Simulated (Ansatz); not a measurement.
Computed with Ansatz on PBE0-D4/def2-TZVP structures; ΔE is electronic, products minus reactants. CCSD(T)/CBS is the MP2 limit (def2-TZVPP, def2-QZVPP) plus CCSD(T) − MP2 in def2-TZVPP, frozen cores. Functionals use def2-TZVPP. B3LYP here is the variant with VWN-RPA as its local correlation; programs differ in this. One conformer a species, not always the lowest.

Reaction (isomerisation): `F[SiH](F)C[SiH3]` → `FC(F)([SiH3])[SiH3]`

Is it downhill or uphill in electronic energy at CCSD(T)/CBS, and by how much? (An estimate is asked.)

Ansatz gave: Uphill: ΔE = +510.9 kJ/mol.

What do these levels give: PBE0-D4, B3LYP-D4, ωB97X-V, PBE, r2SCAN, B3LYP, HF/def2-TZVPP, HF/def2-QZVPP, MP2/def2-QZVPP, HF/CBS(def2), MP2/CBS(def2), CCSD/CBS(def2)? (Best estimate.)

Computed: PBE0-D4 484.4, B3LYP-D4 484.9, ωB97X-V 483.9, PBE 462.2, r2SCAN 493.5, B3LYP 484.9, HF/def2-TZVPP 514.4, HF/def2-QZVPP 518.9, MP2/def2-QZVPP 534.2, HF/CBS(def2) 519.6, MP2/CBS(def2) 535.5, CCSD/CBS(def2) 515.7 kJ/mol.

Largest T1 diagnostic among the species: 0.013.

From PBE to PBE0 (25 % exact exchange), in def2-TZVPP and without D4, ΔE moves by +22.3 kJ/mol.
